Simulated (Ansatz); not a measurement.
Gas-phase electronic energies from Ansatz, PBE0-D4/def2-TZVP geometries. CCSD(T)/CBS is the MP2 limit (def2-TZVPP, def2-QZVPP) plus CCSD(T) − MP2 in def2-TZVPP, frozen cores. Functionals use def2-TZVPP. B3LYP here is the variant with VWN-RPA as its local correlation; programs differ in this. HSE06 is defined as in plane-wave codes. Elements past krypton have def2 core potentials. For Br, In outer-core shells are correlated without core-valence functions, which leaves a few kJ/mol of doubt a bond. Scalar relativity is left out up to krypton. Each species was taken in one conformer, which may not be the lowest.

Reaction (formal exchange of groups at the In–Br bond): `[F][In]([F])[Br]` + `CC(F)F` → `[F][InH][F]` + `FC(F)CBr`

```
             level  ΔE (kJ/mol)  difference from CCSD(T)/CBS
       LDA (SPW92)        157.0                        -20.4
            PBE-D4        167.1                        -10.3
         revPBE-D4        164.2                        -13.2
           BLYP-D4        167.3                        -10.1
         r2SCAN-D4        175.9                         -1.5
           PBE0-D4        174.0                         -3.4
          B3LYP-D4        173.4                         -4.0
        r2SCANh-D4        177.3                         -0.1
        r2SCAN0-D4        179.4                          2.0
          HSE06-D4        174.4                         -3.0
          BHLYP-D4        183.6                          6.2
      CAM-B3LYP-D4        172.6                         -4.8
           ωB97X-V        172.1                         -5.3
           ωB97M-V        171.7                         -5.7
            B2PLYP        177.3                         -0.1
          PBE-QIDH        179.2                          1.8
               PBE        168.9                         -8.5
            revPBE        171.9                         -5.5
              BLYP        172.1                         -5.3
             B3LYP        176.4                         -1.0
           r2SCANh        177.8                          0.4
           r2SCAN0        179.9                          2.5
             HSE06        175.7                         -1.7
             BHLYP        183.9                          6.5
         CAM-B3LYP        174.0                         -3.4
RPA@PBE/def2-TZVPP        162.0                        -15.4
       HF/def2-SVP        200.1                         22.7
      MP2/def2-SVP        193.7                         16.3
     CCSD/def2-SVP        190.2                         12.8
  CCSD(T)/def2-SVP        187.9                         10.5
     HF/def2-TZVPP        196.3                         18.9
    MP2/def2-TZVPP        174.8                         -2.6
SCS-MP2/def2-TZVPP        173.5                         -3.9
   CCSD/def2-TZVPP        173.5                         -3.9
     HF/def2-QZVPP        197.0                         19.6
    MP2/def2-QZVPP        178.6                          1.2
SCS-MP2/def2-QZVPP        177.2                         -0.2
      HF/CBS(def2)        197.1                         19.7
     MP2/CBS(def2)        181.0                          3.6
    CCSD/CBS(def2)        179.8                          2.4
       CCSD(T)/CBS        177.4                            0
```

Largest T1 diagnostic among the species: 0.017.

From r2SCAN to r2SCAN0 (25 % exact exchange), in def2-TZVPP and without D4, ΔE moves by +3.5 kJ/mol. Leaving LDA and LC-ωPBE aside and taking each functional with its dispersion term where it has one, the values spread over 19.4 kJ/mol, from revPBE-D4 to BHLYP-D4. LDA lies −11.9 kJ/mol from PBE without D4.
